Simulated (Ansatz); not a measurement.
HCl$_{3}$OZr, triplet, at a GFN2-xTB geometry (such geometries of metal compounds can be far from the true shape) (the multiplicity is a formal guess) (all electrons, no relativity). Base run: PBE/3-21G run with Ansatz (a first-principles code).

Input for Ansatz:
Ansatz 0.2 input:
```yaml
crystal:
  periodic: [false, false, false]
  atoms:
    - {symbol: Zr, position_ang: [-0.32749238, 0.36446577, -0.05221936]}
    - {symbol: Cl, position_ang: [1.58216371, 1.38485456, -0.78301165]}
    - {symbol: Cl, position_ang: [0.41907404, -0.99997449, 1.74849642]}
    - {symbol: Cl, position_ang: [-0.12213121, -1.86119446, -0.86824588]}
    - {symbol: O, position_ang: [-2.01062156, 1.10267398, 0.05293379]}
    - {symbol: H, position_ang: [-2.76014362, 1.69732219, 0.01224287]}
basis:
  gaussian:
    orbitals: 3-21G.json
hamiltonian:
  xc: pbe
magnetization: {spin_polarized: true, initial_magnetization: 2}
```
The basis file holds 3-21G in the JSON format of the Basis Set Exchange.

Variants of this job, named by their change:

| change | basis functions | E (Eh) | core-seconds (rough) |
|---|---|---|---|
| base | 89 | -4972.76426 | 20 |
| basis = def2-SV(P) | 94 | -1502.47883 | 10 |
| basis = def2-SVP | 104 | -1502.50445 | 20 |
| basis = def2-SVPD | 146 | -1502.53009 | 30 |
| basis = def2-TZVP | 188 | -1503.08097 | 30 |
| basis = def2-TZVPD | 227 | -1503.08401 | 50 |
| basis = def2-TZVPP | 227 | -1503.08607 | 40 |

Totals compare only among sets that treat the same electrons; sets with core potentials leave the core out.
